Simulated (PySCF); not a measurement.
Compound: cyclo-(GeH2)3.
Bonds: Ge1–Ge4, Ge1–Ge7, Ge4–Ge7. Hydrogens: H2, H3 on Ge1; H5, H6 on Ge4; H8, H9 on Ge7.

Level of theory: PySCF 2.14.0, PBE0-D3(BJ)/def2-SVP geometry optimisation, gas phase.

Some entries are withheld. Bonds in one row agree within 0.01 Å.

```json
{"coordinate": "Ge1–H2 and 5 like bonds", "value": "1.535 Å"}
{"coordinate": "Ge1–Ge4, Ge1–Ge7, Ge4–Ge7", "value": "?"}
{"coordinate": "H2–Ge1–H3", "value": "?"}
{"coordinate": "H2–Ge1–Ge4", "value": "?"}
{"coordinate": "H2–Ge1–Ge7", "value": "?"}
{"coordinate": "Ge4–Ge1–Ge7", "value": "60.0°"}
```

Question: Fill in the missing values.

Answer: 
- Ge1–Ge4, Ge1–Ge7, Ge4–Ge7 = 2.435 Å (both ends germanium bonded to 2 Ge and 2 H); 0.04 Å above the sum of covalent radii, 2.40 Å.
- H2–Ge1–H3 = 112.9°, at the germanium bonded to 2 Ge and 2 H; the outer atoms are 2.559 Å apart.
- H2–Ge1–Ge4 = 118.5°, at the germanium bonded to 2 Ge and 2 H; the outer atoms are 3.442 Å apart.
- H2–Ge1–Ge7 = 118.6°, at the germanium bonded to 2 Ge and 2 H; the outer atoms are 3.444 Å apart.

Radii are Cordero's.

No PBE0-D3(BJ)/def2-SVP frequencies stand behind this structure, so it isn't proved a minimum. One conformer, not necessarily the lowest (Ge7–Ge1–Ge4–Ge7 0°, Ge4–Ge1–Ge7–Ge4 0°, Ge1–Ge4–Ge7–Ge1 0°).
